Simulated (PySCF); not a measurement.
**Potential energy of AsF along the bond**

Set-up: basis As cc-pVTZ-PP with ECP10, F cc-pVTZ; scalar-relativistic core potentials; PySCF 2.14. Energies in eV from As + F in their ground configurations at the same level. All curves are PBE0. state 1: ³Σ⁻ (triplet), unpaired electrons π ↑↑; state 2: Ms = 0 determinant of mixed spin (⟨S²⟩ near 1.0), unpaired electrons π ↑↓, a mixture of terms (⟨Lz²⟩ = 2.0), a second solution, started from another occupation; state 3: singlet, one real π or δ orbital doubly filled, a mixture of terms (⟨Lz²⟩ = 2.0), a second solution, started from another occupation; state 4: quintet, unpaired electrons σ ↑↑, π ↑↑, a second solution, started from another occupation.

```csv
R (Å),state 1,state 2,state 3,state 4
1.501,-2.932,-2.603,-1.553,5.6489
1.571,-3.631,-3.300,-2.244,4.6504
1.640,-4.006,-3.673,-2.611,3.9016
1.693,-4.135,-3.801,-2.734,3.4498
1.745,-4.169,-3.833,-2.762,3.0628
1.797,-4.130,-3.792,-2.716,2.7248
1.867,-3.996,-3.656,-2.574,2.3321
1.954,-3.740,-3.396,-2.307,1.9125
2.059,-3.358,-3.009,-1.910,1.4923
2.199,-2.797,-2.438,-1.329,1.0506
```

Question: Put a parabola through the three lowest points of the state 1 curve and estimate Re, k and ωe (reduced mass 15.16 u; 1 eV/Å² = 0.16022 mdyn/Å; ωe = 1302.8·√(k/μ) cm⁻¹).

Answer: Through R = 1.693, 1.745, 1.797 Å the second-order coefficient is 13.5 eV/Å², so Re ≈ 1.743 Å, k ≈ 4.33 mdyn/Å and ωe ≈ 696 cm⁻¹. A polynomial fit of higher order to the unrounded PBE0 energies gives Re = 1.741 Å, k = 4.31 mdyn/Å, ωe = 695 cm⁻¹; anharmonicity and rounding make the difference.

The higher-order fit for each curve: state 1: Re = 1.741 Å, ωe = 695 cm⁻¹, De = 4.17 eV; state 2: Re = 1.740 Å, ωe = 698 cm⁻¹, minimum 3.83 eV below the ground-state fragments; state 3: Re = 1.736 Å, ωe = 704 cm⁻¹, minimum 2.76 eV below the ground-state fragments. State 4 gave no clean fit.

Spin–orbit coupling is left out. The state was picked by a PBE0 search and need not be the measured ground state.
